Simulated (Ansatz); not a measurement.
# What each rung costs, and what it gives

The pair of H$_{2}$ (SMILES [H][H], atoms 1–2) and Si$_{2}$NH$_{7}$ (SMILES [SiH3]N[SiH3], atoms 3–12), both closed shells, in one local arrangement (a lower one may exist), relaxed at PBE0-D4/def2-TZVP:

H1  (-1.089, -0.547, -3.798)
H2  (-0.897, 0.174, -3.840)
Si3  (1.136, -0.057, 2.008)
N4  (-0.313, 0.191, 1.104)
Si5  (-0.562, 0.069, -0.600)
H6  (2.119, -0.702, 1.103)
H7  (0.880, -0.931, 3.185)
H8  (1.718, 1.214, 2.523)
H9  (-1.107, 0.516, 1.637)
H10  (0.638, -0.584, -1.177)
H11  (-0.749, 1.398, -1.248)
H12  (-1.775, -0.740, -0.898)
(Å)

Interaction energies are counterpoise-corrected; the time is that of the whole pair.

Computed with Ansatz 0.2.0 (basis: as named in each row); correlated methods freeze the cores. B3LYP uses VWN-RPA correlation. Extrapolation: Hartree–Fock as exp(−7.88 √X), correlation as X^−2.97.

Times are rough, for one single point on 4 threads of a shared host (Intel Xeon 6975P-C).

The estimate by CCSD(T) at an estimated basis limit (MP2 extrapolated from triple and quadruple zeta, plus CCSD(T) − MP2 in triple zeta) is -2.2 kJ/mol.

```csv
method,basis,time (s),interaction energy (kJ/mol),method less estimate
HF,STO-3G,under 1,2.9,5.1
PBE-D4,STO-3G,under 1,-0.5,1.7
SPW92,def2-SVP,under 1,-5.6,-3.4
B3LYP-D4,6-31G,under 1,-1.1,1.1
PBE-D4,def2-SVP,under 1,-3.4,-1.2
PBE0-D4,def2-SVP,under 1,-2.9,-0.7
PBE-D4,def2-TZVPPD,1,-3.3,-1.1
CCSD(T),def2-SVP,1,0.2,2.4
revPBE-D4,def2-TZVPPD,1,-2.5,-0.3
BLYP-D4,def2-TZVPPD,1,-1.5,0.7
wB97M-V,def2-SVP,2,-1.8,0.4
PBE0-D4,def2-TZVPPD,2,-2.8,-0.6
B3LYP-D4,def2-TZVPPD,2,-1.9,0.3
r2SCAN-D4,def2-TZVPPD,2,-1.4,0.8
HSE06-D4,def2-TZVPPD,2,-2.8,-0.6
B2PLYP,def2-TZVPPD,4,-0.2,2.0
wB97X-V,def2-TZVPPD,4,-2.4,-0.2
wB97M-V,def2-TZVPPD,4,-2.3,-0.1
B97M-V,def2-TZVPPD,4,-2.3,-0.1
MP2,def2-QZVPPD,13,-1.7,0.5
CCSD(T),def2-TZVPPD,37,-1.7,0.5
```

The T1 diagnostic stays at or below 0.011.
